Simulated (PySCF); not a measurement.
**`CC[C@@H](F)S(=O)(=O)Cl` in a uniform electric field**

Species: C3H6ClFO2S.
Atom-mapped SMILES: `[CH3:1][CH2:2][C@@H:3]([F:4])[S:5](=[O:6])(=[O:7])[Cl:8]` (hydrogens: H9, H10, H11 on C1; H12, H13 on C2; H14 on C3)

Geometry (GFN2-xTB, Å), atoms numbered from 1 in this order:
```xyz
14
C3H6ClFO2S angstrom
C     -1.5613    0.5809    0.2737
C     -0.8574   -0.5342   -0.4872
C      0.4552   -0.8861    0.1631
F      1.0926   -1.8944   -0.4784
S      1.5624    0.5818   -0.0182
O      1.4850    1.0894   -1.3465
O      1.3583    1.4782    1.0735
Cl     3.4027   -0.2270    0.2243
H     -0.9414    1.4725    0.3018
H     -2.5006    0.8244   -0.2151
H     -1.7749    0.2764    1.2958
H     -1.4839   -1.4301   -0.5277
H     -0.6450   -0.2170   -1.5105
H      0.4075   -1.1152    1.2293
```

Level: wB97X-D/def2-SVPD (PySCF); nuclei fixed, core orbitals frozen in the response. Permanent dipole (-2.804, -2.177, 0.902) D (1 au = 2.5417 D). Static polarisability (au):

```
x   95.14 -3.31  1.94
y   -3.31 71.81  1.06
z    1.94  1.06 67.57
```

Only the terms in μ and α are kept: μ(F) = μ + αF and ΔE = −μ·F − ½ F·αF.

(1) Apply 0.01 au along ±x, ±y and ±z in turn. Tabulate induced and total dipoles and both energy terms.

(2) For the field (-0.0020, -0.0100, -0.0070) au, what is the induced dipole, and what angle does it make with the field?

(3) Which field along μ doubles the dipole in that direction (linear response)?

(4) What field makes μF equal to kT at 400 K?

(5) A unit point charge sits 9 Å away. Estimate the induction energy −αe²/2R⁴ with the mean polarisability, treating the molecule as a point.

Results:

(1) 
```
field along  induced x (D)  induced y (D)  induced z (D)  total size (D)  −μ·F (kJ/mol)  −½F·αF (kJ/mol)
         +x          2.418         -0.084          0.049           2.483        +28.964          -12.490
         −x         -2.418          0.084         -0.049           5.690        -28.964          -12.490
         +y         -0.084          1.825          0.027           3.054        +22.487           -9.427
         −y          0.084         -1.825         -0.027           4.917        -22.487           -9.427
         +z          0.049          0.027          1.717           4.367         -9.317           -8.870
         −z         -0.049         -0.027         -1.717           3.696         +9.317           -8.870
```

(2) αF = (-0.434, -1.827, -1.239) D, at 2.0° to the field. The polarisability along this direction, F·αF/F², is 71.52 au, against a mean of 78.17 au.

(3) The polarisability along the dipole is 81.17 au, so F = 1.4410 au / 81.17 au = 0.0178 au = 0.91 V/Å; higher-order terms are ignored.

(4) kT = 1.2667 × 10⁻³ Eh, so F = 0.000879 au = 4.52 MV/cm.

(5) R = 17.01 bohr, so the energy is −78.2/(2 × 17.01⁴) Eh = -1.23 kJ/mol. The charge–dipole term at its most favourable orientation, −μe/R², is -13.1 kJ/mol.

One conformer (not necessarily the lowest) at the GFN2-xTB geometry, without solvent, vibrations or thermal averaging.

wB97X-D is run here without its empirical dispersion term; that term would change no orbital, density or response property at a fixed geometry.
